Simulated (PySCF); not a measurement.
Ni: electron affinity

Ni⁻ [Ar] 3d9 4s2 [3d3/2^4 3d5/2^5, M_J = 5/2] → Ni [Ar] 3d8 4s2 [3d3/2^4 3d5/2^4, M_J = 4], as a difference of total energies. Calculation: PySCF 2.14, in x2c-SVPall-2c with one added diffuse shell each of s, d type (6s5p4d1f, 48 functions); the two-component X2C-1e Hamiltonian. Correlated levels: [Ne] frozen; the 6 highest virtual spinors dropped. "Screened" scales the spin-orbit matrix elements by Boettger's factors to mimic the two-electron term; Breit and QED terms are absent.

| method | electron affinity (eV) |
| --- | --- |
| GHF (spin-free) | -1.664 |
| GMP2 (spin-free) | 1.091 |
| GHF (screened spin-orbit) | -1.713 |
| GMP2 (screened spin-orbit) | 1.042 |

Errors of the correlated levels include the incompleteness of this basis, which has no added diffuse functions for the anion, and the frozen core.

The labels give the starting determinants; with spin-orbit coupling the two ends relaxed to ⟨J²⟩ = 8.79, ⟨L²⟩ = 6.01, ⟨S²⟩ = 0.78 and ⟨J²⟩ = 20.01, ⟨L²⟩ = 12.01, ⟨S²⟩ = 2.00.

A negative affinity means that the anion lies above the atom at that level of theory.

For comparison: 1.157 eV (measured; photodetachment measurements, as compiled on the Wikipedia data page of electron affinities).
